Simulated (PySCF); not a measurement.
**State search for SeI**

Unrestricted PBE0; PySCF, scalar-relativistic core potentials, basis sets Se cc-pVDZ-PP with ECP10, I cc-pVDZ-PP with ECP28. Outer shells of the fragments: Se 3d10 4s2 4p4; I 4d10 5s2 5p5.

Followed along the bond (rough minima from three points):

```tsv
2Ms+1	unpaired	⟨S²⟩ at the start	R at minimum (Å)	Te (eV)
2	π ↑	0.75	2.48	0.00
4	σ ↑, π ↑↑	3.75	none in the scan	≤ 1.31
```

Solutions found at the starting distance of 2.425 Å, counted from the lowest of them; the search is not exhaustive and high or unbound solutions are not listed, so other states can lie among these:

```json
{"2Ms+1": "2", "unpaired": "π ↑", "term": "²Π", "E (eV)": "0.00", "⟨S²⟩": "0.75", "⟨Lz²⟩": "1.00", "μ (D)": "0.50"}
{"2Ms+1": "4", "unpaired": "σ ↑, π ↑↑", "term": "⁴Σ⁻", "E (eV)": "1.84", "⟨S²⟩": "3.75", "⟨Lz²⟩": "0.00", "μ (D)": "-0.43"}
{"2Ms+1": "2", "unpaired": "σ ↓, π ↑↑", "term": "mixed", "E (eV)": "2.30", "⟨S²⟩": "1.76", "⟨Lz²⟩": "0.00", "μ (D)": "-0.33"}
{"2Ms+1": "2", "unpaired": "σ ↑, π ↑↓", "term": "mixed", "E (eV)": "2.34", "⟨S²⟩": "1.76", "⟨Lz²⟩": "2.01", "μ (D)": "-0.16"}
{"2Ms+1": "2", "unpaired": "σ ↑", "term": "mixed", "E (eV)": "3.14", "⟨S²⟩": "0.78", "⟨Lz²⟩": "2.00", "μ (D)": "0.34"}
{"2Ms+1": "4", "unpaired": "σ ↑, π ↑↑", "term": "mixed", "E (eV)": "4.26", "⟨S²⟩": "3.75", "⟨Lz²⟩": "2.01", "μ (D)": "2.46"}
```

A term symbol is given only where ⟨S²⟩ and ⟨Lz²⟩ are close to those of a pure state; real π, δ and φ orbitals otherwise mix terms. A positive dipole means Se(−)I(+).

Spin–orbit coupling is left out. Counting both spins, an empty level lies below a filled one in some of these solutions, because spin and occupation are held.
